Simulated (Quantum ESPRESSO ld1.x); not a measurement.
The silicon ion Si+, configuration [Ne] 3s2 3p(up 0.625, down 0.375) (fractional occupations, a model configuration). Calculated with ld1.x of Quantum ESPRESSO 7.5: non-relativistic Kohn-Sham, LDA (Slater exchange, Perdew-Zunger correlation), spin-polarised, spherical densities, point nucleus.

Radial electron density D(r) = 4 pi r^2 rho(r):

| r (bohr) | D(r) (e/bohr) | spin D(r) |
|---|---|---|
| 0.004594 | 0.4093 | -0.00000287 |
| 0.005179 | 0.5119 | -0.00000356 |
| 0.005887 | 0.6483 | -0.00000448 |
| 0.006637 | 0.8070 | -0.00000552 |
| 0.007483 | 1.002 | -0.00000676 |
| 0.008505 | 1.258 | -0.00000833 |
| 0.00959 | 1.551 | -0.0000100 |
| 0.01081 | 1.906 | -0.0000120 |
| 0.01229 | 2.362 | -0.0000142 |
| 0.01386 | 2.875 | -0.0000163 |
| 0.01575 | 3.522 | -0.0000183 |
| 0.01776 | 4.234 | -0.0000194 |
| 0.02002 | 5.053 | -0.0000192 |
| 0.02275 | 6.050 | -0.0000161 |
| 0.02565 | 7.095 | -0.00000860 |
| 0.02892 | 8.236 | 0.00000611 |
| 0.03287 | 9.536 | 0.0000344 |
| 0.03707 | 10.80 | 0.0000791 |
| 0.04213 | 12.13 | 0.000156 |
| 0.0475 | 13.30 | 0.000270 |
| 0.05355 | 14.33 | 0.000440 |
| 0.06087 | 15.18 | 0.000710 |
| 0.06863 | 15.65 | 0.00108 |
| 0.078 | 15.76 | 0.00164 |
| 0.08794 | 15.44 | 0.00237 |
| 0.09916 | 14.75 | 0.00335 |
| 0.1127 | 13.68 | 0.00473 |
| 0.1271 | 12.49 | 0.00638 |
| 0.1433 | 11.32 | 0.00840 |
| 0.1628 | 10.31 | 0.0110 |
| 0.1836 | 9.775 | 0.0136 |
| 0.2087 | 9.775 | 0.0166 |
| 0.2353 | 10.32 | 0.0192 |
| 0.2653 | 11.28 | 0.0213 |
| 0.3015 | 12.52 | 0.0224 |
| 0.3399 | 13.56 | 0.0221 |
| 0.3833 | 14.18 | 0.0201 |
| 0.4356 | 14.14 | 0.0162 |
| 0.4911 | 13.33 | 0.0112 |
| 0.5582 | 11.71 | 0.00550 |
| 0.6294 | 9.711 | 0.00116 |
| 0.7096 | 7.535 | -0.000625 |
| 0.8065 | 5.364 | 0.00202 |
| 0.9093 | 3.723 | 0.00998 |
| 1.033 | 2.529 | 0.0247 |
| 1.165 | 1.917 | 0.0437 |
| 1.314 | 1.678 | 0.0656 |
| 1.493 | 1.647 | 0.0887 |
| 1.684 | 1.664 | 0.106 |
| 1.898 | 1.614 | 0.116 |
| 2.157 | 1.440 | 0.115 |
| 2.433 | 1.181 | 0.104 |
| 2.765 | 0.8596 | 0.0842 |
| 3.117 | 0.5749 | 0.0623 |
| 3.515 | 0.3455 | 0.0415 |
| 3.995 | 0.1772 | 0.0236 |
| 4.504 | 0.08362 | 0.0122 |
| 5.078 | 0.03469 | 0.00552 |
| 5.772 | 0.01164 | 0.00200 |
| 6.507 | 0.003572 | 0.000645 |
| 7.396 | 0.0008414 | 0.000157 |
| 8.339 | 0.0001784 | 0.0000336 |

D(r) has 3 maxima, at r = 0.0755, 0.405, 1.67 bohr, and minima at 0.196, 1.43 bohr, inside which lie 2.20, 10.47 electrons.
